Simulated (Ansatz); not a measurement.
Si3O6, relaxed as a singlet with RKS PBE0-D4/def2-SVP in Ansatz, starting from the GFN1-xTB geometry. Force threshold 0.02 eV/Å.

The structure comes from a short search, and lower isomers may exist.

Start:

Cartesian coordinates in Å:
```
Si 0.001 0.007 0.003
Si 1.988 0.361 -1.202
Si -1.987 -0.363 1.202
O 1.633 0.244 0.434
O -1.203 1.018 0.663
O 0.388 0.133 -1.651
O -0.817 -1.380 0.561
O -3.255 -0.605 1.966
O 3.252 0.584 -1.977
```

(1) Estimate the energy that the relaxation releases and the steps that it takes.

(2) Does the start keep its bonding and symmetry?

(3) Predict the relaxed structure.

Results:

(1) 0.13 eV, in 4 steps; 5.5 s on 4 threads of Intel Xeon 6975P-C on a shared host. No frequencies were taken in this run, so the end may be a saddle point.

(2) By distances, no bond broke or formed. The bond that changes most is Si1–O4, from 1.70 to 1.67 Å (atoms count from 1). Point group D2d at the start, D2d at the end, both within 0.05 Å.

(3) 
| atom | x (Å) | y (Å) | z (Å) |
| --- | --- | --- | --- |
| Si1 | 0.000 | 0.000 | 0.000 |
| Si2 | 2.012 | 0.368 | -1.218 |
| Si3 | -2.012 | -0.368 | 1.218 |
| O4 | 1.605 | 0.237 | 0.409 |
| O5 | -1.185 | 0.984 | 0.654 |
| O6 | 0.396 | 0.129 | -1.620 |
| O7 | -0.816 | -1.350 | 0.558 |
| O8 | -3.290 | -0.602 | 1.992 |
| O9 | 3.290 | 0.601 | -1.992 |
Bond lengths: 10 × O–Si 1.51 to 1.68 Å; 2 × Si–Si 2.38 Å.
